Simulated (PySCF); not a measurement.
An excited-state job on `BOBC(=C)C`.

Method: TDDFT PBE0/def2-SVPD, vertical, gas phase, core orbitals frozen in the response (PySCF 2.14.0, density-fitted response routines). Geometry: GFN2-xTB. The input is one job of a driver script: a line of settings, then coordinates in Å.

Command:
```bash
OMP_NUM_THREADS=1 python probes_run.py task.json out
```

Input:
```
{"job": {"kind": "uv", "xc": "PBE0", "basis": "def2-SVPD", "nstates": 6, "ntriplets": 2}, "charge": 0, "multiplicity": 1}
B      2.586996    -0.644297    -0.047674
O      1.636619     0.098427     0.420048
B      0.639443     0.809205     0.861964
C     -0.847186     0.386033     0.536617
C     -1.887947     1.087814     0.979486
C     -1.060763    -0.847415    -0.297317
H      3.045286    -0.407693    -1.110824
H      2.992827    -1.548510     0.595660
H      0.863142     1.771403     1.508432
H     -2.908955     0.809066     0.764305
H     -1.756722     1.973622     1.577503
H     -2.119124    -1.045076    -0.456288
H     -0.573892    -0.731818    -1.265567
H     -0.610403    -1.711233     0.191515
```

Q: What does the run print?

A: 
```
coarse grid: 11480 points
cycle   1  E = -243.5121515702  dE =  5.947e-01  |g| = 5.858e-01  |ddm| = 7.286e+00
cycle   2  E = -243.4192166782  dE =  9.293e-02  |g| = 9.146e-01  |ddm| = 1.800e+00
cycle   3  E = -243.5823175237  dE = -1.631e-01  |g| = 1.045e-01  |ddm| = 9.411e-01
cycle   4  E = -243.5845556763  dE = -2.238e-03  |g| = 3.622e-02  |ddm| = 2.166e-01
cycle   5  E = -243.5848870387  dE = -3.314e-04  |g| = 1.124e-02  |ddm| = 8.148e-02
cycle   6  E = -243.5849181589  dE = -3.112e-05  |g| = 4.176e-03  |ddm| = 2.893e-02
cycle   7  E = -243.5849226639  dE = -4.505e-06  |g| = 4.466e-04  |ddm| = 9.069e-03
final grid: 110224 points
cycle   8  E = -243.6309238730  dE = -4.635e-05  |g| = 9.767e-03  |ddm| = 1.649e-01
cycle   9  E = -243.6309033921  dE =  2.048e-05  |g| = 1.441e-02  |ddm| = 3.761e-02
cycle  10  E = -243.6309454216  dE = -4.203e-05  |g| = 1.389e-03  |ddm| = 1.705e-02
cycle  11  E = -243.6309458844  dE = -4.628e-07  |g| = 2.841e-04  |ddm| = 3.087e-03
cycle  12  E = -243.6309458994  dE = -1.497e-08  |g| = 9.535e-05  |ddm| = 6.465e-04
cycle  13  E = -243.6309459009  dE = -1.558e-09  |g| = 5.513e-05  |ddm| = 2.460e-04
cycle  14  E = -243.6309459017  dE = -7.906e-10  |g| = 7.810e-06  |ddm| = 1.028e-04
converged SCF energy = -243.6309459017

Static polarisability (au): isotropic 72.001, principal 51.595 63.872 100.537

Singlet excitations
state   eV       nm        f      main configurations
  1   5.5975    221.5   0.00080   H-1->L 0.97
  2   5.8811    210.8   0.00028   H->L+1 0.72, H-2->L+1 0.26
  3   5.9510    208.3   0.37135   H->L 0.95
  4   6.5407    189.6   0.00010   H-2->L+1 0.73, H->L+1 0.27
  5   6.7715    183.1   0.00037   H-2->L 0.71, H-1->L+1 0.28
  6   6.9651    178.0   0.23129   H-1->L+1 0.71, H-2->L 0.27

Triplet excitations (Tamm-Dancoff, eV): 3.7834 5.1063
```

The SCF starts on a coarse grid where the log names one; the energy can jump when the final grid takes over, and dE then counts from the start density on the new grid. H and L stand for HOMO and LUMO; the number after each pair is its weight.

Q: Which computed singlet has the largest oscillator strength, and what do all of them sum to?

A: State 3 at 5.95 eV (208 nm), f = 0.371; the 6 states sum to 0.604.

Q: How does the lowest singlet excitation compare with the HOMO–LUMO gap?

A: HOMO -7.68 eV and LUMO -1.17 eV give a gap of 6.51 eV; S1 at 5.60 eV lies 0.91 eV below it.

Summary of the converged run: HOMO -7.68 eV, LUMO -1.17 eV; lowest singlet 5.60 eV; lowest triplet 3.78 eV (Tamm–Dancoff); mean polarisability 72.0 au.

On one thread, AMD EPYC 9R45 (x86_64), no GPU, on a shared host, this took 10 s wall and 0.75 GiB of memory at its peak.

One conformer stands for the species.
Labels such as C1 count atoms from 1, the log's own numbers from 0.
